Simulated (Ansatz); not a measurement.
ClH4SbSi (`[SiH3][SbH][Cl]`) at its PBE0-D4/def2-TZVP geometry, where that method's forces vanish. The species carries charge 0 and has multiplicity 1. Sb: def2 effective core potential.

```xyz
7

Si    0.1960    0.6269   -0.7486
Sb   -0.9128   -0.1815    1.4416
Cl   -1.0993   -2.4074    0.6561
H    -0.8410    0.6633   -1.8108
H     1.2967   -0.2871   -1.1401
H     0.7248    2.0020   -0.5359
H     0.6357   -0.4163    2.1375
```

Q: What forces (eV/Å) does ωB97M-V/def2-TZVPP give on these atoms in Ansatz? (Estimate.)

A: The calculation gave: 
```
Si1  0.002  0.008 -0.037
Sb2  0.207  0.028 -0.056
Cl3  0.008  0.011 -0.010
H4   0.123 -0.005  0.123
H5  -0.137  0.106  0.057
H6  -0.063 -0.165 -0.021
H7  -0.140  0.017 -0.056
```
